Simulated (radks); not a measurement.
Q: These are the eigenvalues of the occupied orbitals of an atom or ion with whole-number occupations (eV). Method: scalar-relativistic Kohn-Sham, BLYP, spin-unpolarised, spherical densities, point nucleus; computed with a radial shooting solver on a logarithmic mesh with Libxc functionals.

orbital  eigenvalue
1s        -50110.76
2s        -8273.815
2p        -7362.732
3s        -1833.823
3p        -1551.652
3d        -1179.211
4s        -369.0130
4p        -276.0057
4d        -147.4013
5s         -49.5073
5p         -27.0189
4f          -8.4484
6s          -3.9852
5d          -2.3791

Which element is it, and in what charge state? The configuration may be excited.

A: Z = 64, gadolinium, charge 0: Gd in [Xe] 4f7 5d1 6s2. The list shows which subshells hold electrons but not how many an open one holds; the 1s level, -1841.5 hartree, gives Z - s = 60.7 by -(Z - s)^2/2, which with screening and relativity narrows Z to a few neighbours, and the depths of the outer levels then fix element, charge and occupations together.
